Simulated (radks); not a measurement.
Species: neutral thallium. Configuration: [Hg] 6p1. All-electron calculation, scalar-relativistic Kohn-Sham, PBE, spin-polarised, spherical densities, point nucleus; open shells are filled with parallel spins first (spin-orbit coupling, left out, can overturn this in heavy ions). Program: a radial shooting solver on a logarithmic mesh with Libxc functionals.

Normalised radial functions P(r) = r R(r), r in bohr:

| r | 5d up | 5d down |
|---|---|---|
| 0.0007287 | 0.0000 | 0.0000 |
| 0.001168 | 0.0000 | 0.0000 |
| 0.001873 | 0.0001 | 0.0001 |
| 0.003027 | 0.0002 | 0.0002 |
| 0.004853 | 0.0007 | 0.0007 |
| 0.00778 | 0.0023 | 0.0023 |
| 0.01247 | 0.0079 | 0.0079 |
| 0.02016 | 0.0256 | 0.0257 |
| 0.03232 | 0.0729 | 0.0731 |
| 0.05181 | 0.1726 | 0.1733 |
| 0.08372 | 0.2980 | 0.2992 |
| 0.1342 | 0.2530 | 0.2540 |
| 0.2152 | -0.1550 | -0.1556 |
| 0.345 | -0.4654 | -0.4672 |
| 0.5575 | 0.0764 | 0.0768 |
| 0.8939 | 0.8406 | 0.8439 |
| 1.433 | 0.8375 | 0.8393 |
| 2.316 | 0.3824 | 0.3781 |
| 3.713 | 0.0889 | 0.0851 |
| 5.952 | 0.0081 | 0.0075 |
| 9.543 | 0.0002 | 0.0001 |

5d up: eigenvalue -15.480 eV, 2 radial nodes at r = 0.186, 0.535 bohr, <r> = 1.39 bohr, 90 % of the charge inside 2.15 bohr. 5d down: eigenvalue -15.388 eV, 2 radial nodes at r = 0.186, 0.535 bohr, <r> = 1.39 bohr, 90 % of the charge inside 2.13 bohr.
